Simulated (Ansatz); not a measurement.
`F/C=C(\F)C(F)F` + HBr → `FC(F)Br` + `F/C=C/F` at 298.15 K and 1 bar (substitution at a C–C bond).

Computed with Ansatz on PBE0-D4/def2-TZVP structures; ΔE is electronic, products minus reactants. CCSD(T)/CBS adds triple-zeta CCSD(T) − MP2 to the extrapolated MP2 energy (def2 sets, frozen cores). Double bonds are as drawn, so ΔE can hold a change between cis and trans. For Br outer-core shells are correlated without core-valence functions, which leaves a few kJ/mol of doubt a bond. Scalar relativity is left out up to krypton. Each species was taken in one conformer, which may not be the lowest.

```
         species  CCSD(T)/CBS energy (Eh)  H − E (kJ/mol)  S (J/(mol·K))
`F/C=C(\F)C(F)F`               -514.47128           153.0          342.0
             HBr              -2573.91920            24.6          198.6
       `FC(F)Br`              -2811.54081            73.0          292.9
       `F/C=C/F`               -276.83639           109.9          267.4
```

H − E and S are ideal-gas, rigid-rotor, harmonic terms from PBE0-D4/def2-TZVP, for one conformer and one mirror image of each species. 1 Eh = 2625.50 kJ/mol, R = 8.31446 J/(mol·K).

Q: By hand: ΔE, ΔH, ΔS and ΔG.

A: ΔE = (-2811.54081) + (-276.83639) − (-514.47128) − (-2573.91920) = 0.01328 Eh = 34.9 kJ/mol. Δ(H − E) = 73.0 + 109.9 − 153.0 − 24.6 = 5.3, so ΔH = 40.2 kJ/mol. ΔS = 292.9 + 267.4 − 342.0 − 198.6 = 19.7 J/(mol·K). ΔG = 40.2 − 298.15 × (19.7)/1000 = 34.3 kJ/mol.

Q: By hand: the equilibrium constant, and the temperature at which ΔG would vanish if ΔH and ΔS stayed fixed.

A: log₁₀ K = −ΔG/(RT ln 10) = -6.0. ΔG = 0 at ΔH/ΔS = 2041 K, though so small a ΔS makes that figure unsure.

ΔH outweighs TΔS. A doubt of 5 kJ/mol in ΔE shifts log₁₀ K by 0.9 here. Other conformers and mirror images would add mixing entropy, several J/(mol·K) or more a flexible species. These are equilibria of isolated gas molecules and say nothing of rates. Largest T1 diagnostic: 0.012 (customary marks: 0.02 for closed shells, 0.045 for open ones).
